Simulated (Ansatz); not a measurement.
Isolated molecules relaxed with PBE0-D4/def2-TZVP in Ansatz; ΔE leaves out vibrations. CCSD(T)/CBS is the MP2 limit (def2-TZVPP, def2-QZVPP) plus CCSD(T) − MP2 in def2-TZVPP, frozen cores. DFT in def2-TZVPP. B3LYP here is the variant with VWN-RPA as its local correlation; programs differ in this. Elements past krypton have def2 core potentials. For Sn outer-core shells are correlated without core-valence functions, which leaves a few kJ/mol of doubt a bond. One conformer a species, not always the lowest.

`[SH][SnH3]` + `Cl[SiH]1CB[SiH2]1` → `[SH][SnH2][Cl]` + `B1C[SiH2][SiH2]1`  (redistribution)

```json
{"level": "PBE-D4", "ΔE (kJ/mol)": "-10.0"}
{"level": "r2SCAN-D4", "ΔE (kJ/mol)": "-8.5"}
{"level": "ωB97X-V", "ΔE (kJ/mol)": "-0.9"}
{"level": "PBE0", "ΔE (kJ/mol)": "-7.4"}
{"level": "B3LYP", "ΔE (kJ/mol)": "-8.0"}
{"level": "MP2/def2-QZVPP", "ΔE (kJ/mol)": "-7.2"}
{"level": "HF/CBS(def2)", "ΔE (kJ/mol)": "2.9"}
{"level": "CCSD/CBS(def2)", "ΔE (kJ/mol)": "-4.9"}
```

(1) What does CCSD(T)/CBS give? (Best estimate.)

Largest T1 diagnostic among the species: 0.015.

Answers

(1) Ansatz gave: -7.4 kJ/mol. The listed levels differ from it by -2.6, -1.1, 6.5, 0.0, -0.6, 0.2, 10.3, 2.5 kJ/mol.

From PBE to PBE0 (25 % exact exchange), in def2-TZVPP and without D4, ΔE moves by +4.4 kJ/mol. In def2-TZVPP, CCSD(T) changes the Hartree–Fock value by −6.6 kJ/mol (the triples alone add −2.5 kJ/mol) and MP2 by −8.1 kJ/mol.
